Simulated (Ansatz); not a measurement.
The same path of CH5FSi + H2S (11 atoms, charge 0, multiplicity 1) was run 3 times with different band settings. Lost on the way: Si1–F2, H6–S7. Made: Si1–S7, F2–H6.

Level of theory: Ansatz 0.2.0, RKS revPBE-D4/def2-SVP.

Relaxed end points:

```xyz
11
Properties=species:S:1:pos:R:3
Si -0.395 -0.236 -1.101
F 1.039 0.574 -1.323
H -0.704 -0.915 -2.408
H -1.449 0.797 -0.809
C -0.206 -1.471 0.294
H 1.411 1.702 0.561
S 0.922 2.011 1.794
H 0.014 -0.943 1.243
H -1.144 -2.051 0.420
H 0.616 -2.185 0.082
H -0.104 2.717 1.246
```

```xyz
11
Properties=species:S:1:pos:R:3
Si -0.872 0.222 -0.258
F 2.328 0.285 -0.737
H -0.567 0.486 -1.703
H -2.352 0.383 -0.040
C -0.230 -1.437 0.350
H 1.881 0.874 -0.134
S 0.188 1.717 0.968
H -0.442 -1.574 1.429
H -0.702 -2.270 -0.210
H 0.864 -1.460 0.181
H -0.095 2.774 0.153
```

Common settings: movable images 7; climbing image yes; optimiser quadratic models (default); start path through a guess of the saddle point; iteration limit 60; end points relaxed.

| run | spring | force threshold |
| --- | --- | --- |
| 1 | 5.0 eV/Å² | 0.05 eV/Å |
| 2 | 5.0 eV/Å² | 0.2 eV/Å |
| 3 | 50.0 eV/Å² | 0.05 eV/Å |

What does each run give, and how far can it be trusted?

Run 1: converged after 20 iterations, highest image 1.485 eV above the first end. A vibrational analysis at the climbing image gives one clearly imaginary mode, 531i cm⁻¹: a first-order saddle point.
Run 2: converged after 8 iterations, highest image 1.497 eV above the first end. The threshold of 0.2 eV/Å is loose, so the images may lie well off the minimum-energy path. The order of the stationary point at the top wasn't checked.
Run 3: converged after 13 iterations, highest image 1.489 eV above the first end. The order of the stationary point at the top wasn't checked.
The orbitals stay closed-shell, which can raise the energy where a bond breaks towards radicals; this wasn't checked here.
